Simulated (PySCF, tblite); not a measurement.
Scan of H₃ (cation, charge +1), singlet: map of symmetric stretch and bend. Scanned: H-H bond length and H-H-H angle.

Levels: GFN2-xTB, 300 K electronic temperature (tblite); RHF/cc-pVTZ (PySCF); PBE0/cc-pVTZ (PySCF); PBE/cc-pVTZ (PySCF); MP2 on RHF/cc-pVTZ (PySCF); CCSD on RHF/cc-pVTZ (PySCF); CCSD(T) on RHF/cc-pVTZ (PySCF).

Energies in eV at chosen points (x: H-H bond length (Å); y: H-H-H angle (°)), relative to x = 0.83, y = 70:

| method | (1.13, 90) | (0.83, 70) | (0.87, 70) | (0.91, 160) | (1.13, 160) | (0.83, 90) | (1.13, 130) |
|---|---|---|---|---|---|---|---|
| GFN2-xTB | -0.024 | 0.000 | -0.238 | -0.515 | -0.071 | -0.119 | 0.061 |
| RHF | 1.970 | 0.000 | 0.029 | 2.019 | 3.144 | 0.492 | 2.860 |
| PBE0 | 1.717 | 0.000 | 0.004 | 1.754 | 2.722 | 0.435 | 2.487 |
| PBE | 1.580 | 0.000 | -0.008 | 1.606 | 2.486 | 0.404 | 2.278 |
| MP2 | 1.890 | 0.000 | 0.023 | 1.889 | 2.951 | 0.469 | 2.703 |
| CCSD | 1.792 | 0.000 | 0.016 | 1.764 | 2.750 | 0.446 | 2.535 |
| CCSD(T) | 1.792 | 0.000 | 0.016 | 1.764 | 2.750 | 0.446 | 2.535 |
